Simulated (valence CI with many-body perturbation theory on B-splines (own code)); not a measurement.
# E1 transitions of In⁴³⁺

Computed by relativistic CI+MBPT: four valence electrons over a frozen Dirac-Fock core [He], radial functions for each j: 11 s, 11 p, 9 d, 7 f, 5 g, 2 h, 1 i, with the one-electron correlation potential Σ1 (screened to all orders), the two-electron term Σ2, the three-electron term Σ3, Breit, model QED; selected single and double excitations, second order for the rest (own B-spline code, finite nucleus).

No measured spectrum was set against this ion. As an estimate, large intervals hold to a few tenths of a per cent, small ones and those within an open d or f shell to about a per cent. Among the levels kept, up to 260 cm⁻¹ of a level comes from second order outside the variational space, and about a tenth of that is noise between levels of different J, which matters for small intervals.

Lines 1 to 50 of 255 in falling wavelength, among levels below 4642.0 eV, chosen from the strongest by gf and those to the six lowest levels. Wavelengths and rates use the calculated energies. Electric multipoles are in the length gauge, E1 and E2 with the static RPA response of the core. Weak lines are less certain than strong ones. Lines between different terms over intervals too small for the method are left out, as are lines whose strength nearly cancels. The highest levels of a list are the least certain.

Levels are named by their leading jj configuration (3d3/2^4 stands for four electrons in 3d with j = 3/2), which in mixed levels can hold well under half, so a name can repeat and another be missing. Letters in brackets count levels of one name in rising energy.

| λ vac (Å) | Upper | Lower | A (s⁻¹) | S (a.u.) |
| --- | --- | --- | --- | --- |
| 191.2 | (2s 2p1/2 2p3/2 3d5/2) J=4 [a] | (2s 2p1/2 2p3/2 3p3/2) J=3 [a] | 5.41e+09 | 1.68e-01 |
| 190.0 | (2s 2p1/2 2p3/2 3d5/2) J=5 | (2s 2p1/2 2p3/2 3p3/2) J=4 | 5.99e+09 | 2.23e-01 |
| 186.8 | (2s 2p1/2^2 3d5/2) J=3 | (2s 2p1/2^2 3p3/2) J=2 | 6.06e+09 | 1.36e-01 |
| 183.0 | (2s 2p1/2 2p3/2 3p1/2) J=2 [b] | (2s 2p1/2 2p3/2 3s) J=3 | 4.70e+09 | 7.10e-02 |
| 172.7 | (2s^2 2p1/2 3d5/2) J=3 | (2s^2 2p1/2 3p3/2) J=2 | 7.37e+09 | 1.31e-01 |
| 172.6 | (2s 2p1/2 2p3/2 3d5/2) J=4 [b] | (2s 2p1/2 2p3/2 3p3/2) J=3 [b] | 6.53e+09 | 1.49e-01 |
| 168.9 | (2s^2 2p3/2 3d5/2) J=4 | (2s^2 2p3/2 3p3/2) J=3 | 6.51e+09 | 1.39e-01 |
| 165.0 | (2s^2 2p3/2 3d5/2) J=3 | (2s^2 2p3/2 3p3/2) J=2 | 5.12e+09 | 7.94e-02 |
| 163.9 | (2s 2p1/2 2p3/2 3d5/2) J=3 | (2s 2p1/2 2p3/2 3p3/2) J=2 [b] | 4.91e+09 | 7.47e-02 |
| 163.6 | (2s 2p1/2 2p3/2 3d5/2) J=2 [a] | (2s 2p1/2 2p3/2 3p3/2) J=1 [a] | 5.23e+09 | 5.65e-02 |
| 163.5 | (2s^2 2p1/2 3d5/2) J=2 | (2s^2 2p1/2 3p3/2) J=1 | 6.66e+09 | 7.19e-02 |
| 162.2 | (2s 2p1/2^2 3d5/2) J=2 | (2s 2p1/2^2 3p3/2) J=1 | 8.59e+09 | 9.05e-02 |
| 160.3 | (2s 2p1/2 2p3/2 3d3/2) J=3 [c] | (2s 2p1/2 2p3/2 3p3/2) J=2 [a] | 4.62e+09 | 6.56e-02 |
| 119.4 | (2s 2p1/2 2p3/2 3p3/2) J=1 [a] | (2s 2p1/2 2p3/2 3s) J=1 [a] | 1.61e+10 | 4.05e-02 |
| 117.7 | (2s 2p1/2 2p3/2 3p3/2) J=2 [b] | (2s 2p1/2 2p3/2 3s) J=2 [b] | 1.39e+10 | 5.61e-02 |
| 116.9 | (2s 2p1/2 2p3/2 3d3/2) J=2 [d] | (2s 2p1/2 2p3/2 3p1/2) J=1 [c] | 1.00e+10 | 3.95e-02 |
| 115.2 | (2s 2p1/2 2p3/2 3d3/2) J=2 [b] | (2s 2p1/2 2p3/2 3p1/2) J=2 [b] | 1.35e+10 | 5.10e-02 |
| 113.4 | (2s 2p1/2^2 3p3/2) J=1 | (2s 2p1/2^2 3s) J=0 | 2.32e+10 | 5.01e-02 |
| 111.5 | (2s 2p1/2 2p3/2 3d3/2) J=2 [a] | (2s 2p1/2 2p3/2 3p1/2) J=2 [a] | 1.07e+10 | 3.66e-02 |
| 111.3 | (2s 2p1/2 2p3/2 3p3/2) J=2 [c] | (2s 2p1/2 2p3/2 3s) J=1 [c] | 1.47e+10 | 5.01e-02 |
| 111.0 | (2s^2 2p3/2 3p3/2) J=3 | (2s^2 2p3/2 3s) J=2 | 2.15e+10 | 1.02e-01 |
| 109.7 | (2s 2p1/2 2p3/2 3p3/2) J=1 [b] | (2s 2p1/2 2p3/2 3s) J=2 [b] | 2.15e+10 | 4.20e-02 |
| 109.5 | (2s 2p1/2 2p3/2 3p3/2) J=4 | (2s 2p1/2 2p3/2 3s) J=3 | 3.94e+10 | 2.30e-01 |
| 109.3 | (2s 2p1/2 2p3/2 3d3/2) J=4 | (2s 2p1/2 2p3/2 3p1/2) J=3 | 2.04e+10 | 1.18e-01 |
| 108.8 | (2s 2p1/2 2p3/2 3p3/2) J=2 [a] | (2s 2p1/2 2p3/2 3s) J=1 [a] | 1.77e+10 | 5.63e-02 |
| 108.5 | (2s 2p1/2 2p3/2 3p3/2) J=3 [c] | (2s 2p1/2 2p3/2 3s) J=2 [c] | 3.62e+10 | 1.60e-01 |
| 108.5 | (2s^2 2p3/2 3d3/2) J=3 | (2s^2 2p3/2 3p1/2) J=2 | 9.36e+09 | 4.13e-02 |
| 107.9 | (2s^2 2p3/2 3d3/2) J=2 | (2s^2 2p3/2 3p1/2) J=1 | 1.26e+10 | 3.92e-02 |
| 107.8 | (2s 2p1/2^2 3d3/2) J=2 | (2s 2p1/2^2 3p1/2) J=1 | 2.52e+10 | 7.79e-02 |
| 107.3 | (2s 2p1/2 2p3/2 3p3/2) J=3 [b] | (2s 2p1/2 2p3/2 3s) J=2 [b] | 2.21e+10 | 9.42e-02 |
| 106.3 | (2s 2p1/2 2p3/2 3d3/2) J=3 [a] | (2s 2p1/2 2p3/2 3p1/2) J=2 [a] | 2.05e+10 | 8.52e-02 |
| 106.0 | (2s 2p1/2 2p3/2 3d3/2) J=3 [d] | (2s 2p1/2 2p3/2 3p1/2) J=2 [c] | 2.66e+10 | 1.09e-01 |
| 104.4 | (2s 2p1/2 2p3/2 3d3/2) J=2 [a] | (2s 2p1/2 2p3/2 3p1/2) J=1 [a] | 1.43e+10 | 4.00e-02 |
| 104.3 | (2s^2 2p1/2 3d3/2) J=2 | (2s^2 2p1/2 3p1/2) J=1 | 2.73e+10 | 7.64e-02 |
| 104.1 | (2s 2p1/2 2p3/2 3p3/2) J=3 [a] | (2s 2p1/2 2p3/2 3s) J=2 [a] | 4.03e+10 | 1.57e-01 |
| 103.7 | (2s 2p1/2 2p3/2 3d3/2) J=1 [a] | (2s 2p1/2 2p3/2 3p1/2) J=1 [a] | 2.34e+10 | 3.87e-02 |
| 102.7 | (2s 2p1/2^2 3p3/2) J=2 | (2s 2p1/2^2 3s) J=1 | 4.82e+10 | 1.29e-01 |
| 101.4 | (2s 2p1/2 2p3/2 3d3/2) J=2 [c] | (2s 2p1/2 2p3/2 3p1/2) J=1 [b] | 1.50e+10 | 3.86e-02 |
| 100.9 | (2s^2 2p3/2 3d3/2) J=1 | (2s^2 2p3/2 3p1/2) J=1 | 2.24e+10 | 3.41e-02 |
| 100.5 | (2s 2p1/2 2p3/2 3p3/2) J=2 [d] | (2s 2p1/2 2p3/2 3s) J=2 [c] | 1.32e+10 | 3.31e-02 |
| 100.1 | (2s 2p1/2 2p3/2 3p3/2) J=2 [d] | (2s 2p1/2 2p3/2 3s) J=1 [c] | 2.29e+10 | 5.68e-02 |
| 99.69 | (2s 2p1/2 2p3/2^2) J=2 [a] | (2s^2 2p3/2^2) J=2 | 5.76e+08 | 1.41e-03 |
| 99.63 | (2s^2 2p1/2 3p3/2) J=2 | (2s^2 2p1/2 3s) J=1 | 4.80e+10 | 1.17e-01 |
| 98.96 | (2s 2p1/2 2p3/2 3p1/2) J=3 | (2s^2 2p3/2 3p1/2) J=2 | 1.94e+10 | 6.50e-02 |
| 98.47 | (2s^2 2p3/2 3p3/2) J=2 | (2s^2 2p3/2 3s) J=1 | 1.60e+10 | 3.76e-02 |
| 96.50 | (2s 2p1/2 2p3/2 3p3/2) J=2 [d] | (2s 2p1/2 2p3/2 3s) J=1 [b] | 1.62e+10 | 3.58e-02 |
| 95.46 | (2s 2p1/2 2p3/2 3p3/2) J=3 [b] | (2s 2p1/2 2p3/2 3s) J=3 | 1.81e+10 | 5.43e-02 |
| 94.65 | (2s^2 2p3/2 3p3/2) J=2 | (2s^2 2p3/2 3s) J=2 | 1.91e+10 | 3.99e-02 |
| 92.52 | (2s 2p1/2 2p3/2 3p3/2) J=1 [d] | (2s 2p1/2 2p3/2 3s) J=1 [b] | 3.15e+10 | 3.69e-02 |
| 92.28 | (2s 2p1/2 2p3/2 3p3/2) J=2 [a] | (2s 2p1/2 2p3/2 3s) J=2 [a] | 2.32e+10 | 4.51e-02 |
